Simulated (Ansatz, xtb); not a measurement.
**Two structures of CHFMgSi**

Structure X: `F[Si]1=[CH][Mg]1`, a singlet. Structure Y: a singlet given by its coordinates. Both are isolated molecules in the gas phase, relaxed with PBE0-D3(BJ)/def2-SVP.

X (Å):

```tsv
atom	x (Å)	y (Å)	z (Å)
C	-0.9726	3.0162	-1.6260
F	-1.6425	0.7375	0.1915
Mg	1.0573	3.0740	-1.7165
Si	-0.5362	1.6727	-0.5728
H	-1.9226	3.4598	-1.9564
```

Y (Å):

```xyz
5

C    -1.1501    3.1469   -1.8666
F    -0.2145    0.1874    0.4425
Mg   -0.4903    1.6642   -0.4759
Si   -0.1974    4.3263   -1.1647
H    -1.8584    2.6450   -2.5357
```

Close contacts (Å): C1–Mg3 2.14, C1–Si4 1.67, F2–Mg3 1.76, Mg3–Si4 2.77, C1–H5 1.10.

Task: Estimate which is lower in electronic energy at CCSD(T)/def2-TZVPP, and by roughly how much.

Result: The CCSD(T)/def2-TZVPP calculation puts structure Y lower, by 32.3 kcal/mol.

Level by level:

| level | geometry | E(Y) − E(X) (kcal/mol) | departure from the last row (kcal/mol) | job, with rough time for the two |
| --- | --- | --- | --- | --- |
| PBE0-D3(BJ)/def2-SVP | PBE0-D3(BJ)/def2-SVP | −35.5 | −3.2 | optimisation, 39 s |
| HF/def2-TZVPP | PBE0-D3(BJ)/def2-SVP | −39.2 | −6.9 | part of the CCSD(T) run |
| MP2/def2-TZVPP | PBE0-D3(BJ)/def2-SVP | −32.9 | −0.6 | part of the CCSD(T) run |
| CCSD(T)/def2-TZVPP | PBE0-D3(BJ)/def2-SVP | −32.3 |  | single point, 2.1 min |

The levels shown agree on the order. The largest departure from CCSD(T)/def2-TZVPP is that of HF/def2-TZVPP, 6.9 kcal/mol. Levels run at GFN2-xTB geometries aren't shown.

With harmonic frequencies from PBE0-D3(BJ)/def2-SVP (ideal gas, rigid rotor, one conformer each, 298.15 K, 1 atm): on the last row, ΔE + ΔZPE = −32.9, ΔH = −32.6, ΔG = −33.5 kcal/mol.

The T1 diagnostic of structure X is large, so the coupled-cluster value is less sure. The correlated steps freeze 8 core orbitals; the last core shell of Mg is correlated, in a basis made for valence electrons. Codes used: Ansatz 0.2.0; the last row on 1 thread of Arm Neoverse V1 on a shared host.
